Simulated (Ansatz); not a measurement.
Nb₃Te₄⁺: single points at one geometry.

```yaml
crystal:
  periodic: [false, false, false]
  atoms:
    - {symbol: Nb, position_ang: [-1.444309, 0.184218, 0.623144]}
    - {symbol: Nb, position_ang: [1.123346, -0.414828, 1.038871]}
    - {symbol: Nb, position_ang: [0.429880, 1.121895, -1.031983]}
    - {symbol: Te, position_ang: [-1.841764, 0.107860, -2.024165]}
    - {symbol: Te, position_ang: [-0.742114, -2.326823, 1.235905]}
    - {symbol: Te, position_ang: [2.213930, -0.847311, -1.368724]}
    - {symbol: Te, position_ang: [0.261031, 2.174979, 1.526942]}
basis:
  gaussian: {orbitals: def2-TZVP, initial_orbitals: start.molden}
total_charge: 1
hamiltonian: {xc: hse06, dispersion: d4}
scf: {omitted_lower_state_checks: [starts]}
output: {forces: true, orbitals: {seedname: orbitals}}
```

The file start.molden holds the orbitals of an earlier run on this structure, at another level or in another basis.

```sh
$ ansatz run in.yaml --threads 6 --pin off --events-out ev --progress --plain --max-ram 7833MiB
```

Shortened log:

```
Functional definition: HSE06
2865 factors; their error is unknown
140 factors; integrals over basis functions are off by at most 1.7e-6 eV
mean field evaluation 1: about -33827.5576 eV, gradient 1.0e0 eV
mean field evaluation 2: about -33827.5595 eV, gradient 3.0e-3 eV
mean field evaluation 4: about -33828.1530 eV, gradient 8.1e-4 eV
mean field -33828.15295134 eV, -1243.1616914162 hartree, gradient 1.6e-5 eV, S^2 0.000000; 0 other end points of the search recorded, 0 dependent functions left out
reference -33828.15300485 eV, -1243.1616933825 hartree; 67, 67 occupied and 253, 253 virtual orbitals, 2865 factors
Total energy: -33828.71112593 eV, -1243.1822039539 hartree
Atom 0 at    -1.444309     0.184218     0.623144 Å, force     0.474990    -0.149355    -0.276915 eV/Å
Atom 1 at     1.123346    -0.414828     1.038871 Å, force    -0.391229     0.040231    -0.427113 eV/Å
Atom 2 at     0.429880     1.121895    -1.031983 Å, force    -0.157327    -0.470726     0.291101 eV/Å
Atom 3 at    -1.841764     0.107860    -2.024165 Å, force     0.372501     0.155563     0.506040 eV/Å
Atom 4 at    -0.742114    -2.326823     1.235905 Å, force     0.160626     0.629128    -0.096225 eV/Å
Atom 5 at     2.213930    -0.847311    -1.368724 Å, force    -0.394568     0.348710     0.384929 eV/Å
Atom 6 at     0.261031     2.174979     1.526942 Å, force    -0.064994    -0.553552    -0.381816 eV/Å
Dipole moment:     0.069467     0.572832     0.404021 e Å
Checks for a lower state left out: starts
```

Run time 48 s (6 threads of Intel Xeon on a shared host), peak host memory 2.4 GiB.

As the first input, with `hamiltonian: {xc: r2scan, dispersion: d4}`, `output: {orbitals: {seedname: orbitals}}` (abridged; 36 s):

```
Functional definition: r2SCAN
mean field -33842.41290178 eV, -1243.6857349291 hartree, gradient 1.2e-5 eV, S^2 0.000000
Total energy: -33842.53668492 eV, -1243.6902838755 hartree
Checks for a lower state left out: starts
```

The first input with `gaussian: {orbitals: def2-SVP, initial_orbitals: start.molden}`, `hamiltonian: {xc: pbe, dispersion: d4}`, `output: {orbitals: {seedname: orbitals}}` (abridged; 11 s):

```
Functional definition: PBE
mean field -33827.71234143 eV, -1243.1454993005 hartree, gradient 1.8e-5 eV, S^2 0.000000
Total energy: -33828.34458627 eV, -1243.1687338700 hartree
Checks for a lower state left out: starts
```

First input, but with `gaussian: {orbitals: STO-3G}`, `hamiltonian: {xc: hf}`, `output: {orbitals: {seedname: orbitals}}` (abridged; 30 s):

```
Functional definition: HF
mean field -1015990.66339870 eV, -37336.9682166963 hartree, gradient 1.8e-5 eV, S^2 0.000000
Total energy: -1015990.66339870 eV, -37336.9682166963 hartree
Checks for a lower state left out: starts
```

First input, but with `correlation: {method: mp2}`, `output: {orbitals: {seedname: orbitals}}` and without the key `hamiltonian` (abridged; 87 s):

```
Functional definition: HF
mean field -33664.09599939 eV, -1237.1327096339 hartree, gradient 2.3e-6 eV, S^2 0.000000; unrestricted orbitals would lower it
mean field evaluation 16: about -33663.3673 eV, gradient 7.6e0 eV
16 core orbitals not correlated: weight in the atoms' cores, before any rotation towards them, 1.000 or more for the frozen orbitals, at most 0.000 for the correlated occupied ones
second order -87.46317105 eV of doubles, -0.00000000 eV of singles
Total energy: -33751.55917045 eV, -1240.3469218855 hartree
Checks for a lower state left out: starts
```

As the first input, with `hamiltonian: {xc: {name: B2PLYP}}` and without the key `output` (abridged; 59 s):

```
Functional definition: B2PLYP
mean field -33772.77616842 eV, -1241.1266321794 hartree, gradient 3.6e-6 eV, S^2 0.000000
16 core orbitals not correlated: weight in the atoms' cores, before any rotation towards them, 1.000 or more for the frozen orbitals, at most 0.000 for the correlated occupied ones
second order -108.21699465 eV of doubles, -0.00000000 eV of singles
Total energy: -33801.99493535 eV, -1242.2004020592 hartree
Checks for a lower state left out: starts
```

As the first input, with `hamiltonian: {xc: pbe}`, `correlation: {method: rpa}` and without the key `output` (abridged; 56 s):

```
Functional definition: PBE
mean field -33830.17023572 eV, -1243.2358252498 hartree, gradient 2.1e-6 eV, S^2 0.000000
16 core orbitals not correlated: weight in the atoms' cores, before any rotation towards them, 1.000 or more for the frozen orbitals, at most 0.000 for the correlated occupied ones
Total energy: -33767.38998442 eV, -1240.9286935686 hartree
Checks for a lower state left out: starts
```

Geometry: PBE-D4/def2-SVP.

In the def2 sets Nb, Te take a core potential, while STO-3G treats all electrons; there is no spin–orbit coupling. HSE06 is defined as in plane-wave codes, on full-range PBE exchange. Correlated methods freeze 16 core orbitals; core or outer-core shells of Nb, Te are correlated, in sets that lack core-valence functions. The restricted singlet is unstable towards broken spin symmetry in Hartree–Fock (as tested in another run); at HSE06-D4/def2-TZVP, r2SCAN-D4/def2-TZVP, PBE-D4/def2-SVP, HF/STO-3G and others this wasn't settled. At MP2/def2-TZVP the restricted singlet (for correlated methods, its reference) is unstable: a solution with broken spin symmetry lies lower. The structure comes from a short search, and lower isomers may exist.
